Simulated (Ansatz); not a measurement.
Molecule: LaF₃, net charge -1, doublet state. The spin state was set by rule; other spins were not relaxed. SMILES of the parent species: [F][La]([F])[F]
Coordinates optimised at B3LYP-D3(BJ)/def2-TZVP (Ansatz, a program for electronic structure):
```xyz
4

La    -0.0410     0.0778     0.1924
F     -1.7159    -1.2654    -0.3452
F      0.1009     1.7960    -1.1954
F      1.8747    -1.0231     0.3218
```
Charge -1, spin multiplicity 2.

Problem. Give the harmonic wavenumbers at B3LYP-D3(BJ)/def2-TZVP (Ansatz, finite differences of forces, unscaled).

Solution. 85, 111, 111, 450, 450, 465 cm⁻¹. Zero-point energy 2.4 kcal/mol.

Problem. From these and the geometry, give the ideal-gas thermochemistry at 298.15 K and 1 atm (rigid rotor, harmonic oscillator).

Solution. Point group C3v, rotational symmetry number 3. Rotational constants 3.491, 3.491, 1.986 GHz. S(trans) 41.72, S(rot) 24.80, S(vib) 12.61, S(elec, spin only) 1.38, S 80.5 cal/(mol K). H(298) - H(0) 4.23 kcal/mol; G - E(el) -17.4 kcal/mol.
